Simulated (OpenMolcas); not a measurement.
5s2 5p3 along the 51-electron sequence

```json
{
 "Program": "OpenMolcas",
 "Method": "CASSCF",
 "Basis": "ANO-RCC-VQZP",
 "Scalar Hamiltonian": "DKH2, point nucleus",
 "Spin-orbit coupling": "RASSI with atomic mean-field integrals over the reference wave functions, term energies averaged over their components"
}
```

Active space for each ion: 5 electrons in 4 orbitals (5s 5p).

Computed levels in cm-1 above 4S* 3/2:

```tsv
Level	Te+	I2+	Xe3+
2D* 3/2	14029	15541	17026
2D* 5/2	16271	18839	21570
2P* 1/2	22672	26290	30022
2P* 3/2	25613	30848	36681
weight of 4S* in the lowest level (%)	96	94	91
```

Mixed levels, with the weight of the term that names them: I2+ 2P* 3/2 (75 %), Xe3+ 2D* 3/2 (74 %), Xe3+ 2P* 3/2 (72 %).

Measured, with the error of the calculation in %. Measured levels: Te+ from NIST Handbook of Basic Atomic Spectroscopic Data; Xe3+ from Saloman, J. Phys. Chem. Ref. Data 33, 765 (2004).

```json
{"Level": "2D* 3/2", "Te+": "10222 (+37.2)", "Xe3+": "13267 (+28.3)"}
{"Level": "2D* 5/2", "Te+": "12422 (+31.0)", "Xe3+": "17511 (+23.2)"}
{"Level": "2P* 1/2", "Te+": "20547 (+10.3)", "Xe3+": "28036 (+7.1)"}
{"Level": "2P* 3/2", "Te+": "24032 (+6.6)", "Xe3+": "35650 (+2.9)"}
```

2D* 3/2 changes by a factor of 1.21 over the same range, with steps per unit of Z of +1510, +1480 cm-1.

Measured partners are found by configuration, term and J. A level has none where our copy of the source lacks it or the pairing is in doubt (some pairs that miss far off the trend of their configuration count as doubtful), and it then counts in no deviation. Only configurations of the active space appear.

* marks odd parity.
